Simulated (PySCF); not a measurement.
# Computed properties of C₂H₆BFN₂, SMILES N(/C)=C\B(N)F

C₂H₆BFN₂, SMILES C/N=C/B(N)F. Geometry: B3LYP-D3(BJ)/def2-SVP. The structure was generated by enumeration; whether it is a known compound was not checked. The values are those of a single conformer. All values are computed for the isolated molecule unless a solvent is named; none is compared with measurement here.

**Structure.** The optimised structure has Cs symmetry. All 30 harmonic modes at B3LYP-D3(BJ)/def2-SVP (PySCF) are real, so it is a minimum. With heavy atoms numbered as in [CH3:1]/[N:2]=[CH:3]/[B:4]([NH2:5])[F:6], the shortest bond between them is N2–C3 at 1.276 Å and the longest C3–B4 at 1.581 Å.

**Vibrations.** The strongest infrared lines (harmonic, unscaled, degenerate partners summed) lie at 1590 cm⁻¹ (275 km/mol, H 47 %, N 26 %, B 26 %), 1263 cm⁻¹ (183 km/mol, H 42 %, B 42 %, F 9 %), 487 cm⁻¹ (147 km/mol, H 83 %, N 12 %). The softest mode is at 101 cm⁻¹ and the zero-point energy is 58.2 kcal/mol.

**Electronic structure.** r2SCAN/def2-TZVP (PySCF) places the frontier levels at -6.10 and -2.00 eV, a gap of 4.10 eV, and gives a dipole moment of 1.36 D and a mean polarisability of 56.3 bohr³. PBE/def2-TZVP (PySCF) at the same geometry gives -5.79 and -2.15 eV, so its gap is 0.46 eV narrower. An orbital gap is neither the optical nor the fundamental gap.

**Excitations.** TDA-CAM-B3LYP/def2-SVPD (PySCF) has S1 at 4.33 eV (286 nm, f = 0.002, weak); the most intense of the 10 singlets computed lies at 7.88 eV (f = 0.23). T1 (TDA) is at 3.48 eV, 0.85 eV under S1. TDA-PBE/def2-SVPD (PySCF) puts S1 at 3.96 eV. No vertical singlet excitation falls in the visible range (under 3.1 eV).

**NMR.** GIAO shifts at PBE0/pcSseg-1 (PySCF) (non-relativistic, atoms alike by connectivity averaged): ¹³C from 58.7 to 179.6 ppm against TMS; ¹H from 3.8 to 8.3 ppm against TMS; ¹⁹F at -134.9 ppm against CFCl3; ¹¹B at 13.0 ppm against BF3.
